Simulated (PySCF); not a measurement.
SMILES [SiH3]c1ccccc1[SiH3] at its GFN2-xTB optimised geometry (Å):

```
18

Si    -1.7218    -2.0394     0.0146
C     -0.7016    -0.4503     0.0000
C     -1.3715     0.7704    -0.0012
C     -0.6920     1.9750    -0.0017
C      0.6914     1.9750    -0.0004
C      1.3712     0.7705     0.0000
C      0.7017    -0.4503     0.0000
Si     1.7225    -2.0387    -0.0146
H     -3.1362    -1.6775    -0.1193
H     -1.5283    -2.7476     1.2833
H     -1.3367    -2.9039    -1.1036
H     -2.4531     0.7773    -0.0027
H     -1.2384     2.9076    -0.0028
H      1.2380     2.9075     0.0000
H      2.4527     0.7783     0.0013
H      1.3332    -2.9076     1.0988
H      3.1362    -1.6768     0.1267
H      1.5348    -2.7429    -1.2865
```

Calculation: PBE/def2-SVP (PySCF). Cells within 0.4 Å of a nucleus heavier than hydrogen are left out (blank, or x).

Map of the electron localisation function on the plane z = 0.0 Å:

```
|00000000000000000000000000000|
|00000000000000000000000000000|
|00000000000000000000000000000|
|00000000014410001441000000000|
|00000000289960006998200000000|
|00000000799992029999700000000|
|00000000799994049999700000000|
|00000000399995359999300000000|
|000000000489x484x984000000000|
|000000000044xx9xx440000000000|
|00000588636834843863688500000|
|00002999983684248638999920000|
|0000199999xx52025xx9999910000|
|00000399982484148428999300000|
|00000014536955755963541000000|
|000000000044xx9xx440000000000|
|000489852378x383x873258984000|
|00299999737996469973799999200|
|00499999412184048121499999400|
|004999990xx1310131xx099999400|
|0018999907x0210120x7099998100|
|00036775200331013300257763000|
|00001111234430003443211110000|
|00000000122210001222100000000|
|00000000001100000110000000000|
|00000000000000000000000000000|
|00000000000000000000000000000|
|00000000000000000000000000000|
|00000000000000000000000000000|
```
Scale: ten equal steps from 0.000 (start of '0') to 1.000 (end of '9'), in the order '0123456789'; x runs from -5.50 to 5.50, y from -5.50 (bottom) to 5.50 (top).
